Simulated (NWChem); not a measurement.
System: 1,3,5-triazine (C3H3N3); SMILES c1ncncn1

NWChem input:

```
start job
memory heap 200 mb stack 900 mb global 1100 mb
geometry units angstroms noautosym nocenter noautoz
  C     -0.382731    -1.236626     0.000000
  N     -1.341645    -0.304881     0.000000
  C     -0.879584     0.949768     0.000000
  N      0.406788     1.314340     0.000000
  C      1.262315     0.286858     0.000000
  N      0.934858    -1.009458     0.000000
  H     -0.704452    -2.276689     0.000000
  H     -1.619444     1.748418     0.000000
  H      2.323896     0.528271     0.000000
end
basis spherical
  * library def2-svp
end
dft
  xc m05-2x
  iterations 150
end
cosmo
  do_cosmo_smd true
  solvent water
end
task dft energy
```

Coordinates come from a B3LYP/6-31G* (spherical d) optimisation. Solvent: water.

Level: M05-2X/def2-SVP with SMD (1 M gas to 1 M solution), gas-phase geometry.

What results follow from this input? (M05-2X/def2-SVP, SMD on the gas-phase geometry.) Quantities: solvation free energy (kcal/mol); cavity-dispersion-structure term (kcal/mol).


```json
{
  "solvation free energy (kcal/mol)": "-9.0",
  "cavity-dispersion-structure term (kcal/mol)": "-1.7"
}
```
